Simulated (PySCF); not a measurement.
A GIAO shielding run with PySCF (density fitting, non-relativistic, gas phase) on `InChI=1S/C8H10S/c1-3-5-7-8(9)6-4-2/h1,5,7H,4,6H2,2H3/b7-5+`:

```
$ OMP_NUM_THREADS=1 python probes_run.py task.json out

{"job": {"kind": "nmr", "xc": "PBE0", "basis": "pcSseg-1"}, "charge": 0, "multiplicity": 1}
C      4.289833    -0.181146     1.405889
C      3.267599    -0.579558     0.910324
C      2.073461    -1.043827     0.352203
C      1.136002    -0.231761    -0.178135
C     -0.098292    -0.699942    -0.735374
S     -0.445916    -2.298309    -0.891213
C     -1.089254     0.334295    -1.171369
C     -1.645627     1.130221     0.019354
C     -2.417273     0.240938     0.985202
H      5.183120     0.159576     1.838141
H      1.909562    -2.114818     0.367103
H      1.303896     0.837908    -0.187760
H     -0.600148     1.027549    -1.862910
H     -1.912670    -0.154142    -1.694572
H     -0.826299     1.618704     0.550738
H     -2.305546     1.909570    -0.367202
H     -2.826138     0.832904     1.800788
H     -1.768025    -0.522728     1.408130
H     -3.238090    -0.256182     0.473530
```

Hardware: 1 thread of an Intel Xeon, shared host. The job also computes population analyses, field gradients.

Problem. How large is the calculation?

Solution. 74 electrons, 210 basis functions and 1105 auxiliary functions.

Problem. How long does it take, and how much memory does it need?

Solution. 73 s of wall time, with 16 SCF cycles and 6 response iterations; peak memory 1 GiB. Times on a shared host scatter by some tens of per cent.
